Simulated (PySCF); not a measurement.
A structure optimised at PBE-D3(BJ)/def2-TZVP, used in a PySCF frequency run:

```
C
H 1 1.1054
H 1 1.1054 2 104.32
C 1 1.5235 2 111.77 3 -120.93
H 4 1.0984 1 110.85 2 178.42
H 4 1.0984 5 107.79 1 -121.47
H 4 1.1014 5 108.30 6 -116.96
S 1 1.7977 2 106.08 3 111.78
```
Charge 0, spin multiplicity 2.

Write its SMILES, formula and point group.

CC[S], C₂H₅S, Cs

What are its rotational constants (standard atomic weights)?

33.361, 5.3742, 4.9095 GHz
